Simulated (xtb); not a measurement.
xtb input:

```bash
xtb mol.xyz --gfnff --opt tight --chrg 0 --uhf 0
```
mol.xyz:
```
2

Sc    -0.00000000    -0.00000000    -1.49384101
Br     0.00000000     0.00000000     0.89630461
```

**Question.** Which total energy does the run end on?

**Answer.** -0.24251 Eh (GFN-FF).
